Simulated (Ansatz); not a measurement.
C₃H₁₁GeN, SMILES `CC[N](C)[GeH3]` at its PBE0-D4/def2-TZVP geometry, where that method's forces vanish. Total charge 0; spin multiplicity 1.

```xyz
16

C     1.5340   -1.0936   -0.6724
C     0.4105   -0.1360   -1.0080
N    -0.1168    0.5676    0.1439
C    -1.0886    1.5647   -0.2462
Ge   -0.5504   -0.4053    1.6519
H     1.9596   -1.5076   -1.5887
H     1.1895   -1.9364   -0.0668
H     2.3277   -0.5830   -0.1225
H    -0.3851   -0.6804   -1.5500
H     0.7863    0.6206   -1.7105
H    -1.4498    2.1133    0.6261
H    -0.6228    2.2906   -0.9237
H    -1.9645    1.1460   -0.7707
H    -1.5300   -1.5674    1.3446
H    -1.2214    0.5924    2.6078
H     0.7218   -0.9855    2.2854
```

Task: What forces (eV/Å) does PBE-D4/def2-TZVPP give on these atoms in Ansatz? (Estimate.)

Result: Computed: 
```
C1   0.025 -0.026 -0.013
C2   0.054 -0.079 -0.030
N3   0.209  0.188  0.030
C4  -0.079  0.069  0.014
Ge5 -0.055 -0.143  0.221
H6   0.091 -0.088 -0.174
H7  -0.060 -0.163  0.120
H8   0.163  0.093  0.107
H9  -0.175 -0.119 -0.139
H10  0.067  0.165 -0.155
H11 -0.079  0.113  0.175
H12  0.093  0.153 -0.148
H13 -0.203 -0.072 -0.124
H14 -0.117 -0.137 -0.026
H15 -0.061  0.104  0.082
H16  0.127 -0.058  0.060
```
